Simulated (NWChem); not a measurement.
Molecule: MnHSF, sextet; SMILES [Mn]([F])[SH]

```xyz
4

Mn     0.0234    -0.4467     0.0000
F     -0.0051    -2.2287     0.0000
S      0.0478     1.8316     0.0000
H     -1.3032     1.9215     0.0000
```
Atoms are numbered in this order, from 1.

Computed with NWChem. Spin-unrestricted. Medium grid unless said otherwise, to which SCAN and Minnesota functionals are sensitive. In the optimisation the excess spin sits in a' and a" (Cs, its own frame). Structure relaxed at the PBE0/def2-SVP, spin-unrestricted level. The spin multiplicity was typed, not searched, and may not be the lowest. No stability test was run on the SCF state.

For level r2SCAN/def2-SVP:

- highest occupied level (eV) = -5.81
- lowest empty minus highest occupied level, either spin (eV) = 2.80

Problem. Estimate the same quantities for level PBE/def2-SVP.

Solution. 
| Item | Value |
|---|---|
| highest occupied level (eV) | -5.43 |
| lowest empty minus highest occupied level, either spin (eV) | 1.70 |
